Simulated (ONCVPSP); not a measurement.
**Reading a pseudo-wave (chromium)**

Columns: radius, all-electron u(r) and pseudo u(r) of the 3s shell (level -73.77 eV) of chromium in the configuration [Ne] 3s2 3p6 3d5 4s1; PBEsol, scalar-relativistic, ONCV scheme, ONCVPSP 4.0.1.

```
r (bohr)  all-electron  pseudo
   0.080        0.0298  0.1527
   0.160       -0.5479  0.3055
   0.240       -0.5630  0.4564
   0.320       -0.2213  0.6003
   0.400        0.2162  0.7314
   0.480        0.6064  0.8446
   0.560        0.8943  0.9372
   0.640        1.0733  1.0077
   0.720        1.1582  1.0544
   0.800        1.1716  1.0746
   0.880        1.1348  1.0654
   0.960        1.0660  1.0264
   1.040        0.9791  0.9614
   1.120        0.8842  0.8783
   1.200        0.7881  0.7867
   1.280        0.6951  0.6949
   1.360        0.6081  0.6080
   1.440        0.5284  0.5283
   1.520        0.4567  0.4566
   1.600        0.3928  0.3928
   1.680        0.3366  0.3366
   1.760        0.2875  0.2874
   1.840        0.2449  0.2448
   1.920        0.2081  0.2081
   2.000        0.1765  0.1765
   2.080        0.1494  0.1494
```

**Question.** How many radial nodes do the two functions have?

**Answer.** The all-electron 3s function has n − l − 1 = 2; the pseudo-wave has 0, since the states of the same l below it are removed with the core.

**Question.** At about which radius was the pseudo-wave matched?

**Answer.** 1.45 bohr. The columns agree to 0.0005 from 1.28 bohr on; several derivatives are matched, so the curves merge somewhat inside the radius.

**Question.** Where does each function peak?

**Answer.** Outermost all-electron maximum near 0.80 bohr, pseudo maximum near 0.80 bohr (to the table’s step).

**Question.** Is the pseudo-wave norm-conserving?

**Answer.** Yes: the ONCV scheme keeps the norm inside the radius equal to the all-electron one, which fixes the energy derivative of the logarithmic derivative at the level.
